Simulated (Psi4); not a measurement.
CH5InSe2 (SMILES [CH3][In]([SeH])[SeH]), singlet, geometry from GFN2-xTB (such geometries of metal compounds can be far from the true shape) (core potentials on In); Psi4 with CAM-B3LYP/def2-TZVP.

Here is a job for Psi4.
```
memory 2 GB

molecule {
0 1
In   -0.51642338   -0.34101904   -0.01028381
C    -2.38166760   -1.57928913   -0.06265456
H    -2.16760574   -2.51029758   -0.58359885
H    -3.15876746   -1.02164659   -0.58087309
H    -2.69117282   -1.78988919    0.95994238
Se   -0.52027585    2.21024285   -0.24372097
H     0.91520717    2.27641164   -0.36788039
Se    1.82213143   -1.34871761    0.27203342
H     2.43399982   -0.06076809    0.48962056
}

set {
  basis def2-tzvp
}

energy('cam-b3lyp')
print_variables()
```

It wrote (shortened):

```
   => Loading Basis Set <=

    Name: DEF2-TZVP
    Role: ORBITAL
    Keyword: BASIS

    !!!  WARNING: ECP capability is in beta. Please check occupations closely.  !!!

         ---------------------------------------------------------
                                   SCF
               by Justin Turney, Rob Parrish, Andy Simmonett
                          and Daniel G. A. Smith
                              RKS Reference
         ---------------------------------------------------------

  ==> Geometry <==

    Molecular point group: c1
    Full point group: C1

    Geometry (in Angstrom), charge = 0, multiplicity = 1:

       Center              X                  Y                   Z               Mass
    ------------   -----------------  -----------------  -----------------  -----------------
         IN          -0.555548730932    -0.367010634752    -0.011125863117   114.903878776000
         C           -2.420792950932    -1.605280724752    -0.063496613117    12.000000000000
         H           -2.206731090932    -2.536289174752    -0.584440903117     1.007825032230
         H           -3.197892810932    -1.047638184752    -0.581715143117     1.007825032230
         H           -2.730298170932    -1.815880784752     0.959100326883     1.007825032230
         SE          -0.559401200932     2.184251255248    -0.244563023117    79.916521800000
         H            0.876081819068     2.250420045248    -0.368722443117     1.007825032230
         SE           1.783006079068    -1.374709204752     0.271191366883    79.916521800000
         H            2.394874469068    -0.086759684752     0.488778506883     1.007825032230

  Running in c1 symmetry.

  Rotational constants: A =      0.06024  B =      0.02267  C =      0.01653 [cm^-1]
  Rotational constants: A =   1806.07693  B =    679.73646  C =    495.54481 [MHz]
  Nuclear repulsion =  607.235030412039919

  Charge       = 0
  Multiplicity = 1
  Electrons    = 100
  Nalpha       = 50
  Nbeta        = 50

  ==> Algorithm <==

  SCF Algorithm Type is DF.
  DIIS enabled.
  MOM disabled.
  Fractional occupation disabled.
  Guess Type is SAD.
  Energy threshold   = 1.00e-06
  Density threshold  = 1.00e-06
  Integral threshold = 1.00e-12

  ==> Primary Basis <==

  Basis Set: DEF2-TZVP
    Blend: DEF2-TZVP
    Number of shells: 79
    Number of basis functions: 207
    Number of Cartesian functions: 235
    Spherical Harmonics?: true
    Max angular momentum: 3

  Core potential: DEF2-TZVP
    Number of shells: 4
    Number of ECP primitives: 18
    Number of ECP core electrons: 28
    Max angular momentum: 3

  ==> DFT Potential <==

   => LibXC <=

    Version 7.1.2
    S. Lehtola, C. Steigemann, M. J. T. Oliveira, and M. A. L. Marques,  SoftwareX 7, 1–5 (2018) (10.1016/j.softx.2017.11.002)

   => Composite Functional: CAM-B3LYP <=

    CAM-B3LYP Hyb-GGA Exchange-Correlation Functional

    T. Yanai, D. P. Tew, and N. C. Handy,  Chem. Phys. Lett. 393, 51 (2004) (10.1016/j.cplett.2004.06.011)

    Deriv               =              1
    GGA                 =           TRUE
    Meta                =          FALSE

    Exchange Hybrid     =           TRUE
    MP2 Hybrid          =          FALSE

   => Exchange Functionals <=

    0.3500         Becke 88 [omega = 0.3300]
    0.4600   Short-range recipe for B88 functional - erf [omega = 0.3300]

   => Exact (HF) Exchange <=

    0.4600            HF,LR [omega = 0.3300]
    0.1900               HF

   => Correlation Functionals <=

    0.1900   Vosko, Wilk & Nusair (VWN5)
    0.8100   Lee, Yang & Parr

   => LibXC Density Thresholds  <==

    XC_HYB_GGA_XC_CAM_B3LYP:  1.00E-14

   => Molecular Quadrature <=

    Radial Scheme          =       TREUTLER
    Pruning Scheme         =           NONE
    Nuclear Scheme         =       TREUTLER

    Blocking Scheme        =         OCTREE
    BS radius alpha        =              1
    Pruning alpha          =              1
    Radial Points          =             75
[...]
  Using in-core AOs.

  ==> MemDFJK: Density-Fitted J/K Matrices <==

    J tasked:                   Yes
    K tasked:                   Yes
    wK tasked:                  Yes
    Omega:                3.300E-01
    Algorithm:                 Core
    Schwarz Cutoff:           1E-12
    Mask sparsity (%):       9.3491
    Fitting Condition:        1E-10

   => Auxiliary Basis Set <=

  Basis Set: (DEF2-TZVP AUX)
    Blend: DEF2-UNIVERSAL-JKFIT
    Number of shells: 221
    Number of basis functions: 915
    Number of Cartesian functions: 1240
    Spherical Harmonics?: true
    Max angular momentum: 5

  Minimum eigenvalue in the overlap matrix is 7.9200438510E-04.
  Reciprocal condition number of the overlap matrix is 1.1296952539E-04.
    Using symmetric orthogonalization.

  ==> Pre-Iterations <==

  SCF Guess: Superposition of Atomic Densities via on-the-fly atomic UHF (no occupation information).

   -------------------------
    Irrep   Nso     Nmo
   -------------------------
     A        207     207
   -------------------------
    Total     207     207
   -------------------------

  ==> Iterations <==

                           Total Energy        Delta E     RMS |[F,P]|

   @DF-RKS iter SAD: -5028.36234140491433   -5.02836e+03   0.00000e+00
   @DF-RKS iter   1: -5032.84684925175043   -4.48451e+00   1.48703e-02 DIIS/ADIIS
   @DF-RKS iter   2: -5032.94859403753617   -1.01745e-01   1.57118e-02 DIIS/ADIIS
   @DF-RKS iter   3: -5034.63998836483006   -1.69139e+00   5.62044e-04 DIIS/ADIIS
   @DF-RKS iter   4: -5034.64245630182813   -2.46794e-03   3.99354e-04 DIIS/ADIIS
   @DF-RKS iter   5: -5034.64534671725596   -2.89042e-03   4.02598e-05 DIIS
   @DF-RKS iter   6: -5034.64538797363093   -4.12564e-05   1.15152e-05 DIIS
   @DF-RKS iter   7: -5034.64539168675310   -3.71312e-06   4.84715e-06 DIIS
   @DF-RKS iter   8: -5034.64539231603158   -6.29278e-07   9.54259e-07 DIIS
  Energy and wave function converged.

  ==> Post-Iterations <==

   Electrons on quadrature grid:
      Ntotal   =   99.9999601859 ; deviation = -3.981e-05

    Orbital Energies [Eh]
    ---------------------

    Doubly Occupied:

[...]
    Virtual:

[...]
     207A    123.944245

    Final Occupation by Irrep:
              A
    DOCC [    50 ]
    NA   [    50 ]
    NB   [    50 ]

  @DF-RKS Final Energy: -5034.64539231603158

   => Energetics <=

    Nuclear Repulsion Energy =            607.2350304120399187
    One-Electron Energy =               -8289.3059826195894857
    Two-Electron Energy =                2801.0723441176928645
    DFT Exchange-Correlation Energy =    -153.6467842261753276
    Empirical Dispersion Energy =           0.0000000000000000
    VV10 Nonlocal Energy =                  0.0000000000000000
    Total Energy =                      -5034.6453923160315753

Computation Completed

Properties will be evaluated at   0.000000,   0.000000,   0.000000 [a0]

Properties computed using the SCF density matrix

 Multipole Moments:

 ------------------------------------------------------------------------------------
     Multipole            Electronic (a.u.)      Nuclear  (a.u.)        Total (a.u.)
 ------------------------------------------------------------------------------------

 L = 1.  Multiply by 2.5417464519 to convert [e a0] to [Debye]
 Dipole X            :        -20.4082120           19.9315443           -0.4766677
 Dipole Y            :        -13.4464406           13.1324141           -0.3140265
 Dipole Z            :         -0.3861031            0.3850151           -0.0010880
 Magnitude           :                                                    0.5708116

 ------------------------------------------------------------------------------------

  Variable Map:
  ----------------------------------------------------------------------------
[...]
  Array Variable Map:
  ----------------------------------------------------------------------------
[...]
[...]
```
